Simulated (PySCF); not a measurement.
ClSn, SMILES [Sn][Cl] (connectivity only; charge and spin as stated), neutral, multiplicity 2.

Geometry optimised at B3LYP-D3(BJ)/def2-TZVP. The def2 effective core potentials stand for the cores of Sn; spin–orbit coupling is left out.

Computed with PySCF with ωB97X/def2-TZVPD.

Gas-phase values at a fixed geometry.

Computed frontier levels, dipole moment:
- α spin, highest occupied and lowest empty level = -6.98 and -1.23 eV
- β spin, highest occupied and lowest empty level = -10.86 and -1.23 eV
- dipole moment = 2.93 D
- ⟨S²⟩ = 0.753 (pure state 0.75)
